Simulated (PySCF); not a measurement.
## Structure elucidation problem

The spectra below were simulated for a compound C5H9N3Si.

¹H NMR (400 MHz, computed): δ 9.61 (s, 1H), 8.94 (d, 1H), 7.30 (d, 1H), 5.19 (s, 2H), 2.98 (s, 3H), 0.11 (br s, 1H).

¹³C{¹H} NMR (computed): δ 178.9 (C), 164.1 (CH), 161.4 (CH), 131.9 (CH), 31.9 (CH3).

PySCF 2.14 calculation with shielding tensors at PBE0/pcSseg-1 (GIAO) and geometry from GFN2-xTB; non-relativistic, one conformer, isolated molecule, averaged over atoms made equivalent by symmetry, fast rotation or ring inversion.

Shifts are taken against calculated references (same method and geometry level): TMS for ¹H (σref 31.72), ¹³C (σref 186.93).

Task: What is the structure?

Result: 
1. Rings plus π bonds: 4 (1 ring in the answer).
2. 5 carbon signals for 5 carbons: no two carbons are equivalent.
3. Carbon types of the structure: 1 × C, 3 × CH, 1 × CH3, leaving 3 H on heteroatoms.
4. δC 178.9: substituted aromatic carbon next to a ring nitrogen.
5. δC 164.1: aromatic CH between two ring heteroatoms.
6. δC 161.4: aromatic CH next to a ring nitrogen; the adjacent pyridine-type nitrogen withdraws density from it.
7. δC 131.9: aromatic CH; the aromatic region.
8. δH 9.61: hydrogen on an aromatic CH between two ring heteroatoms; it sits in the deshielding region of the aromatic ring current.
9. δH 8.94: hydrogen on an aromatic CH next to a ring nitrogen; ring current plus the neighbouring ring nitrogen.
10. δH 7.30: hydrogen on an aromatic CH; ring-current deshielding.

Structure: SMILES CN[SiH2]c1ccncn1.

This is the structure that produced the data.

OH/NH shifts are gas-phase values; hydrogen bonding in solution moves them, usually downfield. Shifts are as computed. Against solution values, carbons near 30 ppm lie about +3 ppm off and those near 130 ppm about +5 ppm. Of 1309 compounds with measured shifts, 239 miss one by over three times the rms of a fit or turn the order of signals round; such compounds aren't used in these exercises. No couplings were computed; multiplicities are counted from neighbouring protons, with m where these are inequivalent, close in shift, in a saturated or five-membered ring or joined by F or P, and br s for small geminal =CH2 splittings.
